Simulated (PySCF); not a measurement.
ClGa, charge +1, multiplicity 2. Atoms are numbered in the order given.

```xyz
2

Ga     0.0000     0.0000    -0.7397
Cl     0.0000     0.0000     1.3488
```
Charge +1, spin multiplicity 2.

Coordinates come from a PBE0-D3(BJ)/def2-TZVP optimisation. The spin state was assumed, not searched.

Method: PBE0/def2-TZVPD (PySCF).

Mulliken values depend strongly on the basis, most of all with diffuse functions as here. ESP charges are fitted to the potential on shells at 1.4 to 2.0 van der Waals radii. Atomic charges (e):

```tsv
atom	ESP fit	meta-Löwdin	Mulliken	Mulliken spin
Ga1	0.97	0.98	0.92	0.71
Cl2	0.03	0.02	0.08	0.29
```
